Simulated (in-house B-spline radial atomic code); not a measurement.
# RPA and G0W0 on TPSS: Zn VIII (Zn7+)

Configuration [Ar] 3d5, highest spin, mean-field start TPSS. Computed with an all-electron radial atomic-structure program (B-spline basis): all electrons, scalar-relativistic (spin-free one-electron X2C), finite nucleus, each spin shell either full or empty, empty states to l = 9 with an (l + 1/2)⁻⁴ tail; G0W0 by contour deformation at full frequency.

Command:
```bash
python run_gw.py task.json out
```
Settings (radii: box in bohr, nucleus in fm):
```
Z                        30
electrons                23
configuration            [Ar] 3d5
hamiltonian              x2c
method                   tpss,tpss
lmax                     9
rms_radius               3.9283
spin_polarised           True
box_radius               8.41
intervals                67
```

Time taken, with all properties: 3.1 s on 1 thread of Arm Neoverse N1 (shared host).

Energies (hartree):

```json
{"term": "mean-field total", "value": "-1779.21741"}
{"term": "Hartree-Fock functional on these orbitals", "value": "-1778.12903"}
{"term": "direct second order", "value": "-1.7849"}
{"term": "second-order exchange", "value": "0.58365"}
{"term": "SOSEX correction", "value": "0.54628"}
```

Task: What is the RPA correlation energy, and what remains with SOSEX?

Result: RPA gives -1.6079 hartree (-1.9 eV per electron); RPA + SOSEX gives -1.0617, and the second-order doubles -1.2013 hartree (no singles). SOSEX takes back 34 % of the RPA value.

Quasi-particle levels (eV):

```tsv
level	occupied	mean field	Σx - vxc	Σc	QP weight	G0W0
3d up	yes	-158.16	-17.49	?	?	?
3p down	yes	-226.72	-14.83	0.33	0.963	-241.22
3d down	no	-149.35	18.88	-5.70	0.969	-136.17
```

G0W0 = mean field + (Σx - vxc) + Σc, with Σc (partial-wave tail included) taken at the quasi-particle energy. Only the outer levels were computed. Levels of low weight are left out.

Task: Where does G0W0 put 3d up?

Result: At -173.93 eV, with Σc = 1.72 eV and a quasi-particle weight of 0.966. The tabulated removal energy is 173.9 ± 1.7 eV (NIST, semi-empirical); the calculation leaves out spin-orbit coupling, Breit and QED terms, and what these don't explain is the method's own error.
